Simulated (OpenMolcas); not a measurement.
# Pt3+: moving or changing the point charges

Pt3+ among 5 point charges of -1.5 e arranged as a trigonal bipyramid (D3h), 2.01 Å from the ion, with the axial distance 2.412 Å.
```
   2.0100    0.0000    0.0000  -1.50
  -1.0050    1.7407    0.0000  -1.50
  -1.0050   -1.7407    0.0000  -1.50
   0.0000    0.0000    2.4120  -1.50
   0.0000    0.0000   -2.4120  -1.50
```

```json
{
  "Program": "OpenMolcas",
  "Method": "CASSCF",
  "Basis": "ANO-RCC-VDZP [7s6p4d2f]",
  "Scalar Hamiltonian": "DKH2, point nucleus",
  "Active space": "7 electrons in 5 orbitals (5d)",
  "State averaging": "2S+1 = 4 even, 10 roots; 2S+1 = 2 even, 40 roots",
  "Spin-orbit coupling": "state interaction with AMFI integrals over the reference wave functions"
}
```

Runs around this geometry, states (labels of D3, the rotations of D3h). Energies in cm-1 above the lowest state or level, χT in cm3 K/mol.

```json
{"R (Å)": "2.01", "q (e)": "-1.2", "Axial / equatorial distance": "1.2", "Ground state": "4A2", "First state of that spin": "4A1 2178", "First gap with spin-orbit (degeneracies)": "765.8 (2, 2)", "χT at 300 K": "4.001", "First state of another spin": "2E 15324"}
{"R (Å)": "1.87", "q (e)": "-1.5", "Axial / equatorial distance": "1.2", "Ground state": "4A2", "First state of that spin": "4A1 3467", "First gap with spin-orbit (degeneracies)": "1198 (2, 2)", "χT at 300 K": "3.510", "First state of another spin": "2E 15219"}
{"R (Å)": "2.01", "q (e)": "-1.5", "Axial / equatorial distance": "1.2", "Ground state": "4A2", "First state of that spin": "4A1 2682", "First gap with spin-orbit (degeneracies)": "932.0 (2, 2)", "χT at 300 K": "3.787", "First state of another spin": "2E 15289"}
{"R (Å)": "2.22", "q (e)": "-1.5", "Axial / equatorial distance": "1.2", "Ground state": "4A2", "First state of that spin": "4E 1828", "First gap with spin-orbit (degeneracies)": "627.4 (2, 2)", "χT at 300 K": "4.206", "First state of another spin": "2E 15259"}
{"R (Å)": "2.01", "q (e)": "-1.5", "Axial / equatorial distance": "1.3", "Ground state": "4A2", "First state of that spin": "4E 2767", "First gap with spin-orbit (degeneracies)": "954.0 (2, 2)", "χT at 300 K": "3.748", "First state of another spin": "2E 14907"}
```

Scaling the charges by -1.2 / -1.5 = 0.80 scales the first state of the same spin by 2178 / 2682 = 0.81; with fixed orbitals a first-order splitting would follow the charge.

Without dynamic correlation the repulsion within the d shell is too large (B by tens of per cent), so at a given field states of lower spin stand too high. Point charges give a weaker field than real ligands, and real ions of this kind are as a rule low spin; the high spin found here belongs to the model. Spin-orbit coupling mixes the spin-free states strongly: the lowest level takes only 51 % from its leading state, 4A2 (figures for R = 2.01, q = -1.2, ratio = 1.2; the like holds for R = 1.87, q = -1.5, ratio = 1.2, R = 2.01, q = -1.5, ratio = 1.2, R = 2.22, q = -1.5, ratio = 1.2, R = 2.01, q = -1.5, ratio = 1.3). The ground term spreads over less than 5000 cm-1, several times less than with real ligands, so orbital moments are less quenched and χT lies further from the spin-only value than at real sites (holds for R = 2.22, q = -1.5, ratio = 1.2). This shell can be high or low spin here, a state of another spin lies low, and with metal d orbitals alone active their balance is uncertain, so the ground spin may be wrong (holds for R = 2.01, q = -1.5, ratio = 1.3). This is an electrostatic model: the charges have no orbitals. No measured value stands beside these numbers.
